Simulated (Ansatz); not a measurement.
Ansatz (a first-principles code) input:

Ansatz 0.2 input:
```yaml
crystal:
  periodic: [false, false, false]
  atoms:
    - {symbol: B, position_ang: [0.02430943, 0.00952584, -0.52362466]}
    - {symbol: H, position_ang: [1.16275878, 0.01302848, -0.85856305]}
    - {symbol: H, position_ang: [-0.54777674, 0.99639270, -0.85124002]}
    - {symbol: H, position_ang: [-0.54438375, -0.97715233, -0.85958132]}
    - {symbol: C, position_ang: [0.02340502, 0.00189410, 0.94957136]}
    - {symbol: O, position_ang: [0.01998415, -0.00388279, 2.09161274]}
basis:
  gaussian:
    orbitals: def2-TZVP
hamiltonian:
  xc: b3lyp
  dispersion: d3bj
relax: {f_tol: 0.002, max_steps: 150}
```

**Question.** What final total energy does it print?

**Answer.** -140.03683 Eh (B3LYP-D3(BJ)/def2-TZVP). The basis has 111 functions.
